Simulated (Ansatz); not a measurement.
Born–Oppenheimer molecular dynamics of a periodic cell of 32 atoms, H21O10F (contents 10 H2O + 1 HF, density as packed 0.99 g/cm³ with natural masses). It goes on from the last frame of an earlier run, with new velocities.

These are results of DFT PBE-D3(BJ), scalar-relativistic, plane waves, PAW in Ansatz, not measurements. Settings: accuracy low, cutoff 420 eV, k mesh 1x1x1, fermi-dirac smearing 0.05 eV, no spin polarisation.

* ensemble: NVT, Langevin thermostat
* time step: 0.5 fs
* steps asked: 400
* set temperature: 400 K
* friction: 0.01 /fs
* seed: 702971

First frame:

```xyz
32
Lattice="6.9382 0.0000 0.0000 0.0000 6.9382 0.0000 0.0000 0.0000 6.9382" Properties=species:S:1:pos:R:3
O 0.290 -0.352 1.844
H 0.247 0.121 1.015
H 0.162 -1.310 1.665
O 3.808 2.418 2.497
H 3.381 3.106 1.927
H 4.028 1.759 1.803
O 2.155 1.055 5.039
H 2.299 1.897 4.554
H 2.537 0.418 4.374
O 2.133 3.389 0.682
H 1.687 3.972 -0.017
H 1.392 3.349 1.321
O 0.181 1.459 6.726
H 0.207 2.226 7.334
H 0.875 1.475 6.041
O 6.423 5.459 4.091
H 5.777 5.461 4.879
H 6.387 6.240 3.551
O 6.690 3.374 2.365
H 6.574 3.920 3.169
H 5.806 2.921 2.326
O 3.245 3.844 4.550
H 3.685 3.304 3.866
H 2.809 4.601 4.185
O 4.123 0.672 7.301
H 5.033 0.873 7.026
H 3.450 1.029 6.710
O 2.837 6.101 3.056
H 3.347 6.371 2.237
H 1.923 6.229 2.714
F 4.735 4.631 6.134
H 4.068 4.329 5.449
```

**Question.** What does the run give?

**Answer.** All steps were run.

```json
{
  "steps done": "400",
  "time covered": "200 fs",
  "mean temperature over the second half": "417 K",
  "spread of the potential energy over the second half": "4.6 meV per atom",
  "mean potential energy of the second half above the start": "0.5 meV per atom"
}
```

A run of 0.2 ps of so small a system gives no equilibrium averages. Limits of this set-up: coarse k mesh, low accuracy level.

**Question.** What happens to the structure?

**Answer.** Mean squared displacements from the first frame to the last, about the centre of mass: O 0.53 Å², H 0.78 Å², F 0.19 Å². The details hang on the random start.

**Question.** How do temperature and energy run in time?

**Answer.** 
```tsv
time (fs)	T (K)	potential energy less start (eV)
0.0	388	0.000
16.5	357	-0.037
33.0	302	0.072
49.5	340	0.134
66.0	350	0.239
82.5	418	0.061
99.0	409	0.127
115.5	432	0.026
132.0	453	-0.303
148.5	358	0.071
165.0	454	0.075
181.5	437	-0.014
198.0	405	0.123
```

Run time: 8.2 min on 1 thread of Intel(R) Xeon(R) Platinum 8488C (Sapphire Rapids), with other jobs on the host, peak memory 0.47 GiB.
